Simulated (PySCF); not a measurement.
Correlation energy of Bi(65+) (bismuth, charge +65)

Starting occupation: [Ar]. Computed with PySCF 2.14 in an even-tempered Gaussian basis (17 s from 7.7 bohr⁻², ratio 2.6; 14 p from 10 bohr⁻², ratio 2.6; 5 d from 10 bohr⁻², ratio 2.8; 3 f from 150 bohr⁻², ratio 2.8), with X2C-1e with screened-nucleus spin-orbit coupling, Gaussian nucleus. Frozen: [Ne]; 8 electrons correlated; the 58 highest virtual spinors left out.

MP2 pair energies summed by pair of shells (mhartree):

```tsv
pair	energy	share (%)
3p3/2-3p3/2	-206.73	44.3
3p1/2-3p3/2	-162.82	34.9
3p1/2-3p1/2	-40.38	8.7
3p3/2-3s1/2	-26.42	5.7
3s1/2-3s1/2	-15.27	3.3
3p1/2-3s1/2	-15.11	3.2
```

Total MP2 correlation energy: -466.74 mhartree.

The virtual space was cut to 54 spinors, which keep -451.39 of the -466.74 mhartree of MP2 correlation.

| level | correlation energy (mhartree) |
| --- | --- |
| CCSD | -488.63 |
| (T) | -1.24 |
| CCSD(T) | -489.87 |

Diagnostics: T1 = 0.00013, largest double amplitude 0.031.

Q: Is a single reference adequate?

A: Yes: T1 lies below 0.03 and no double amplitude reaches 0.07.

The coupled-cluster values are those of the cut space; adding the MP2 remainder, -15.35 mhartree, estimates the full space.

At this charge the one-electron X2C treatment keeps the bare 1/r₁₂, with no two-electron picture change or Breit term. The effect here is smaller than on the frozen 1s shell.
